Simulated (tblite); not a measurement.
C6H3ClF (doublet state).
Atom-mapped SMILES: `[F:1][c:2]1[c:3][cH:4][cH:5][cH:6][c:7]1[Cl:8]` (hydrogens: H9 on C4; H10 on C5; H11 on C6)
Bond orders are those of one Lewis drawing.

Computed with GFN2-xTB (tblite), gas phase: L-BFGS steps from a force-field or distance-geometry start until the largest atomic force falls under 0.01 eV/Å.

Step 4: E = -640.6886 eV
```
atom  x, y, z in Å  |  force x, y, z in eV/Å
F1      2.3324   -1.5538   -0.0758    0.041   0.052  -0.007
C2      1.1573   -0.9144   -0.0436    0.019   0.029   0.018
C3     -0.0305   -1.5797   -0.0145   -0.035  -0.008  -0.016
C4     -1.2492   -0.9777    0.0219    0.010  -0.023   0.014
C5     -1.2823    0.4145    0.0362   -0.023   0.050  -0.010
C6     -0.1067    1.1395    0.0084    0.053  -0.035  -0.006
C7      1.1176    0.4874   -0.0312    0.036   0.113   0.014
Cl8     2.5891    1.3920   -0.0553    0.006  -0.060  -0.010
H9     -2.1598   -1.5494    0.0430   -0.083  -0.051   0.001
H10    -2.2314    0.9244    0.0681   -0.051   0.017  -0.001
H11    -0.1311    2.2200    0.0169    0.027  -0.084   0.003
```

Step 5: E = -640.6895 eV
```
atom  x, y, z in Å  |  force x, y, z in eV/Å
F1      2.3337   -1.5517   -0.0761    0.019   0.053  -0.005
C2      1.1579   -0.9126   -0.0427   -0.017   0.007   0.009
C3     -0.0312   -1.5776   -0.0153    0.025  -0.014  -0.007
C4     -1.2503   -0.9772    0.0228   -0.034  -0.039   0.001
C5     -1.2827    0.4153    0.0355   -0.007  -0.002   0.000
C6     -0.1059    1.1380    0.0083    0.001  -0.023  -0.005
C7      1.1189    0.4898   -0.0308    0.020  -0.004   0.013
Cl8     2.5888    1.3894   -0.0557    0.062  -0.009  -0.010
H9     -2.1621   -1.5508    0.0430   -0.026  -0.012   0.002
H10    -2.2317    0.9239    0.0681   -0.063   0.039  -0.002
H11    -0.1300    2.2161    0.0170    0.018   0.004   0.003
```

Question: Estimate the geometry and energy of step 6. (The exact step hangs on the optimiser's Hessian estimate; all steps are aligned on step 5, rigid shifts and turns removed.)

Answer: E = -640.6898 eV, largest force 0.067 eV/Å
```
atom  x, y, z in Å  |  force x, y, z in eV/Å
F1      2.3345   -1.5502   -0.0762    0.007   0.051  -0.003
C2      1.1577   -0.9120   -0.0423    0.005   0.005   0.005
C3     -0.0308   -1.5773   -0.0156   -0.016  -0.006  -0.001
C4     -1.2512   -0.9777    0.0230   -0.003  -0.019  -0.004
C5     -1.2830    0.4157    0.0353   -0.033  -0.042   0.003
C6     -0.1056    1.1372    0.0082   -0.001   0.006  -0.002
C7      1.1196    0.4905   -0.0305    0.006  -0.032   0.011
Cl8     2.5897    1.3885   -0.0559    0.066   0.000  -0.009
H9     -2.1632   -1.5515    0.0430   -0.013  -0.006   0.002
H10    -2.2328    0.9244    0.0681   -0.034   0.028  -0.004
H11    -0.1294    2.2151    0.0171    0.015   0.015   0.002
```

The energy changes by -0.0003 eV. The first-order estimate −F·Δx gives -0.0004 eV and the mean of the old and new forces, exact on a quadratic surface, -0.0003 eV. The step makes an angle of 37° with the force vector and moves no atom by more than 0.002 Å.

The cost below is that of the whole relaxation. Hardware: one thread, Arm Neoverse V2 (aarch64) (shared host). Cost: under 0.1 s wall.
